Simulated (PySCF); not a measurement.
Job for PySCF: R-HF/STO-3G on BGeH5 (SMILES [BH2][GeH3]), a point of a bond scan (R = 1.540 Å).

```python
from pyscf import gto, scf, dft, mp
from pyscf.data.elements import chemcore

mol = gto.M(
    atom='''
    B    -1.68447901   -0.08981357   -0.38805636
    Ge    0.32433246    0.01332500    0.07253106
    H     1.16135501   -1.18218943   -0.41786176
    H     0.93481345    1.29602953   -0.53231896
    H     0.50580440    0.12014751    1.60207949
    H    -2.40523210    0.79344296   -0.04632267
    H    -2.15298444   -1.00476260   -0.98628824
    ''',
    basis='sto-3g',
    charge=0, spin=0, verbose=3, max_memory=1800)
mf = scf.RHF(mol)
mf.conv_tol = 1e-8
mf.max_cycle = 100
mf.kernel()
if not mf.converged:
    mf = mf.newton().run(mf.mo_coeff, mf.mo_occ)
```

Program output:

```
converged SCF energy = -2079.0079510528
```

The run converged.

Cost: very roughly 0.24 core-seconds.
